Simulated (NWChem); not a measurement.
[OH][Al]([OH])[F] (AlH2O2F), optimised at B3LYP/6-31G* with NWChem:

- highest occupied level (eV): -8.55
- orbital gap (eV): 7.64
- dipole (D): 1.93
- highest harmonic frequency (cm⁻¹): 3839
- zero-point energy (kcal/mol): 18.7

All stand in one matching conformer (torsions within 35°), which need not be the lowest. Pople sets run with spherical d functions.

Q: One Al atom is replaced by Sc, giving [OH][Sc]([OH])[F] (ScH$_{2}$O$_{2}$F), optimised at the same level. How do these values move?

A: 
```
quantity                           new value  change
---------------------------------  ---------  ------
highest occupied level (eV)            -7.91   +0.64
orbital gap (eV)                        6.24   -1.40
dipole (D)                              2.39   +0.46
highest harmonic frequency (cm⁻¹)       3896     +57
zero-point energy (kcal/mol)            16.7    -2.0
```
